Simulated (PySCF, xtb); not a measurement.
Dimer: GeH4 (SMILES [GeH4]) (first 5 atoms) with CH5N (SMILES CN); geometry from B3LYP-D3(BJ)/def2-TZVP, rigid monomers moved along the line of their centres of mass till Ge1···N7 is 3.65 Å.
(charge 0, multiplicity 1):
```xyz
12

Ge     0.1056     0.2676     0.4932
H      0.5397     1.7002     0.8242
H     -1.3136    -0.0119     1.0041
H      1.0990    -0.7557     1.0585
H      0.0934     0.1152    -1.0462
C     -0.3399    -0.9950     4.5435
N      0.0506     0.3544     4.1387
H      0.3838    -1.7097     4.1490
H     -1.3067    -1.2356     4.0988
H     -0.4155    -1.1496     5.6275
H      0.9556     0.6014     4.5201
H     -0.6132     1.0416     4.4746
```

Counterpoise-corrected where a basis set is named; no monomer relaxation. Rows marked so take none.

Rows in 6-31G* carry no dispersion term and start afresh at each structure (6-31G* with six Cartesian d functions); the Pople sets are all-electron and without relativity.

Programs: PySCF for 6-31G* rows; xtb for the GFN methods. Each number belongs to the level named beside it.

Problem. One of these levels gives -15.2 kJ/mol for the interaction energy. Name it.
(A) M06-2X/6-31G* (no counterpoise)
(B) HF/6-31G* (no counterpoise)
(C) GFN1-xTB
(D) HF/6-31G*

Solution. A, M06-2X/6-31G* (no counterpoise). The others give -33.4 (GFN1-xTB), -2.9 (HF/6-31G*), -7.1 (HF/6-31G* (no counterpoise))
